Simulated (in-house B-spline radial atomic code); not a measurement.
Values are calculated unless marked as measured or tabulated.
# Building a PAW d channel for Fe, r_c = 1.55 bohr

Fe, [Ar] 3d6 4s2, non-relativistic PBE, spherical and spin-unpolarised, from a B-spline radial code for spherical atoms (atomic units; all potentials screened as in the neutral atom).

Two all-electron partial waves φ1, φ2 are integrated outwards at E1 = ε(3d) = -0.285755 and E2 = E1 + 0.5 hartree; φ1 is the bound orbital and φ2 has unit norm inside r_c = 1.5455 bohr. Smooth partners are polynomials, r^3(a0 + a1 r² + a2 r⁴ + a3 r⁶), matched to φ and three derivatives at r_c, with no condition on the norm. The local potential is -10.1136 + (10.2477) r² + (-4.36624) r⁴ + (0.687719) r⁶ inside 1.2653 bohr and the all-electron one outside.

| wave | φ(r_c) | φ'(r_c) | a0 | a1 | a2 | a3 |
| --- | --- | --- | --- | --- | --- | --- |
| 1 | 0.5705593 | -0.448077 | 1.562003 | -1.295161 | 0.4014645 | -0.04434626 |
| 2 | 0.085661 | -1.575316 | 1.8148 | -1.686558 | 0.5340151 | -0.05942678 |

Inside r_c the overlaps are <φi φj> = [[0.79473, 0.86043], [0.86043, 1.00000]] and, for the smooth waves, [[0.32233, 0.25020], [0.25020, 0.21484]]. With χj = (Ej − T − V_local) applied to smooth wave j, the program's quadrature gives the matrix B_ij = <smooth i, χj> as [[-0.45547, -0.67772], [-0.37261, -0.56491]].

**Question.** Check the match of the first wave, and find the augmentation charges q_ij.

**Answer.** At r_c the four terms are 5.76619, -11.42007, 8.45532, -2.23089, which sum to 0.5706, φ1(r_c) to rounding. q_ij is the all-electron overlap less the smooth one: [[0.47239, 0.61023], [0.61023, 0.78516]]. The smooth first wave has a norm of 0.3223 inside r_c against 0.7947, and q11 > 0 puts back the missing charge.

**Question.** B isn't symmetric. Show that D_ij = B_ij + Ej q_ij is.

**Answer.** Integrating by parts gives B12 − B21 = (E1 − E2) q12: -0.67772 − (-0.37261) = -0.30511, and −0.5 × (0.61023) = -0.30511. So D12 = -0.67772 + (0.214245)(0.61023) = -0.54699 and D21 = -0.37261 + (-0.285755)(0.61023) = -0.54699; D11 = -0.59046, D22 = -0.39669. The projectors, p = (B⁻¹)ᵀ χ, are dual to the smooth waves; det B = 0.0048, small beside B11 B22, as the two smooth waves look alike inside r_c.

Solving (T + V_local + Σ p D p) ψ = E (1 + Σ p q p) ψ in a sphere of 9 bohr gives these levels:

| all-electron | one projector | two projectors |
| --- | --- | --- |
| -0.285753 | -0.285752 | -0.285752 |
| 0.110200 | 0.112064 | 0.110200 |
| 0.369307 | 0.380200 | 0.369308 |
| 0.772918 | 0.806307 | 0.772965 |
| 1.310010 | 1.386780 | 1.310470 |

**Question.** What does the second projector gain?

**Answer.** With one projector the errors are 0.00, +1.86, +10.89, +33.39, +76.77 millihartree. With two the errors are 0.00, 0.00, 0.00, +0.05, +0.46 millihartree. The scattering is exact at E1 and at E2 = 0.214, and over all levels compared the largest error is 0.46 millihartree. The lowest eigenvalue of the overlap operator is 1 with one and 0.9385 with two projectors. The smooth orbital alone needs a cutoff of 26.2 hartree for 1 millihartree of kinetic energy, against 49.2 for a norm-conserving Troullier-Martins orbital of the same radius; part of the gain comes from giving up the norm, part from the simpler form.
